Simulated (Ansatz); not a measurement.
Reaction (redistribution): `F[SiH2]S[SiH2]Cl` + `[CH3][Al]([OH])[SiH3]` → `C[SiH2]S[SiH2]Cl` + `[OH][Al]([F])[SiH3]`

Gas-phase electronic energies from Ansatz, PBE0-D4/def2-TZVP geometries. CCSD(T)/CBS is the MP2 limit (def2-TZVPP, def2-QZVPP) plus CCSD(T) − MP2 in def2-TZVPP, frozen cores. One conformer a species, not always the lowest.

```csv
level,ΔE (kcal/mol)
HF/def2-QZVPP,-13.0
MP2/CBS(def2),-14.5
```

Question: What does CCSD(T)/CBS give? (Best estimate.)

Answer: Computed: -13.8 kcal/mol. The listed levels differ from it by 0.8, -0.7 kcal/mol.

Largest T1 diagnostic among the species: 0.013.
